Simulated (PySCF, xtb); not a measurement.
C3H10Si3, SMILES [SiH2]1[SiH2][SiH2]C1C=C. The values are those of a single conformer.

Harmonic wavenumbers (cm⁻¹) from GFN2-xTB in xtb at its own minimum, in rising order: 33, 70, 228, 229, 265, 303, 312, 379, 389, 416, 445, 445, 477, 508, 515, 579, 630, 636, 702, 757, 808, 813, 834, 863, 963, 1015, 1090, 1124, 1227, 1315, 1421, 1691, 2159, 2174, 2181, 2195, 2203, 2207, 2913, 3026, 3089, 3113.

Question: What does B3LYP-D3(BJ)/def2-SVP (PySCF) give at its own minimum? (The exact figures need the calculation; the answer reports its results.)

Answer: 70, 79, 204, 215, 262, 334, 357, 395, 398, 443, 523, 553, 569, 605, 621, 648, 713, 771, 793, 798, 916, 917, 927, 945, 962, 1005, 1047, 1138, 1220, 1314, 1429, 1698, 2198, 2200, 2205, 2212, 2214, 2226, 3017, 3121, 3133, 3228. Paired by order, the mean absolute difference is 50 cm⁻¹ and the zero-point energies are 66.8 and 69.5 kcal/mol.
